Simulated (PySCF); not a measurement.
PySCF input:

```python
from pyscf import gto, scf, dft

mol = gto.M(
    atom='''
    Rb   -0.00000000   -0.00000000   -0.95163916
    Cl    0.00000000    0.00000000    2.07121463
    ''',
    basis='def2-tzvpd',
    ecp='def2-tzvp',
    charge=-1,
    spin=1,
    symmetry='C2v',
    verbose=4,
)

mf = dft.UKS(mol, xc='mn15').density_fit(auxbasis='def2-universal-jkfit')
mf.grids.level = 4
mf.conv_tol = 1e-9
mf.max_cycle = 100
mf.max_memory = 1500
mf.kernel()
if not mf.converged:
    mf = mf.newton()
    mf.kernel(mf.make_rdm1())
mf.analyze()
```

Question: What final total energy does it print?

Answer: -484.26851 Eh (MN15/def2-TZVPD).
